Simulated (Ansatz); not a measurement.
```xyz
3

Si    0.0000    0.0000   -0.1342
H     0.0000    1.0962    0.9391
H     0.0000   -1.0962    0.9391
```

Basis set: cc-pVDZ (spherical functions). Left uncorrelated: 5 orbitals. Charge 0, multiplicity 1.

Computed with Ansatz (development build ahead of 0.2.0); each method stands on the lowest determinant of its kind that the runs found. Restricted open shells among the atoms or ions are ROHF, correlated in semicanonical orbitals with singles.

(1) Give the atomization energy at this shape (free ground-state atoms in the same class of orbitals less the molecule, no zero-point energy) of singlet SiH2 by RHF-MP2, RHF.

## Answers

(1)

```json
{"method": "RHF-MP2", "atomization energy": "5.81 eV"}
{"method": "RHF", "atomization energy": "4.72 eV"}
```
